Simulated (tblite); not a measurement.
Run record: tight-binding relaxation, `C[C@@H](Br)[SiH2]OC1CC1`.

Computed with GFN2-xTB geometry optimisation, gas phase (tblite 0.8.0). Start geometry: from a force field or distance geometry. A driver script takes a list of jobs; this job's settings line and coordinates (Å) are shown.

Command:
```bash
OMP_NUM_THREADS=1 python probes_run.py task.json out
```

Input:
```
{"job": {"kind": "relax", "xc": "GFN2-xTB", "basis": "xTB"}, "charge": 0, "multiplicity": 1}
C      3.318800    -0.439000    -0.630300
C      2.271700    -0.136800     0.456300
Br     2.702800     1.605900     1.132900
Si     0.626800    -0.250900    -0.353600
O     -0.710500    -0.076600     0.742100
C     -1.747400     0.295100    -0.115800
C     -3.032200    -0.460700     0.208000
C     -2.938800     1.041600     0.312500
H      3.017800     0.097900    -1.565000
H      4.327400    -0.145600    -0.335800
H      3.223000    -1.509100    -0.866100
H      2.393600    -0.878500     1.276800
H      0.566900    -1.531200    -1.066000
H      0.507600     0.878400    -1.300000
H     -1.450200     0.377300    -1.178400
H     -3.069600    -1.006600     1.190700
H     -3.463200    -0.941100    -0.684800
H     -3.061900     1.516000     1.299600
H     -3.492400     1.573100    -0.515300
```

Output:
```
step      E/eV     max force
  0    -712.31258    3.393
  1    -712.69735    1.790
  2    -712.82720    1.509
  3    -712.88590    0.806
  4    -712.95214    0.569
  5    -712.98826    0.599
  6    -713.04247    0.682
  7    -713.06782    0.376
  8    -713.09136    0.467
  9    -713.11157    0.432
... (95 lines left out)
105    -713.45866    0.019
106    -713.45870    0.016
107    -713.45875    0.013
108    -713.45878    0.014
109    -713.45881    0.012
110    -713.45883    0.011
111    -713.45886    0.011
112    -713.45889    0.013
113    -713.45891    0.010
114    -713.45893    0.010
```

«max force» is the largest atomic force in eV/Å.

Task: From which step on does the largest force stay under 0.1 eV/Å, and how much energy is left to gain from there?

Result: From step 47 (0.099 eV/Å), 10.5 meV above the end.

Summary of the converged run: energy lowered by 26.4 kcal/mol over 114 steps; largest atomic force 0.010 eV/Å at the end.

Task: Give the final coordinates.

Result: 0.589 Å rms from the input after alignment:
```
atom  x, y, z in Å
C1     3.4084   -0.5298   -0.2820
C2     2.0840   -0.0842    0.2922
Br3    2.2445    1.7848    0.8981
Si4    0.6663   -0.1401   -0.9740
O5    -0.6282    0.0702   -0.0408
C6    -1.9576    0.2280   -0.3930
C7    -2.9864   -0.5071    0.4079
C8    -2.8388    0.9815    0.5517
H9     3.6623    0.0582   -1.1619
H10    4.2162   -0.4308    0.4429
H11    3.3355   -1.5745   -0.5796
H12    1.8542   -0.6383    1.2018
H13    0.6594   -1.4401   -1.6538
H14    0.8451    0.9335   -1.9526
H15   -2.1118    0.3419   -1.4594
H16   -2.6310   -1.1232    1.2188
H17   -3.8509   -0.8993   -0.1044
H18   -2.3814    1.3524    1.4550
H19   -3.5995    1.6260    0.1408
```

Task: Estimate the wall time. Hardware: Arm Neoverse N1, one thread, no GPU, shared host.

Result: About 1.8 s.
Labels such as C1 count atoms from 1, the log's own numbers from 0.
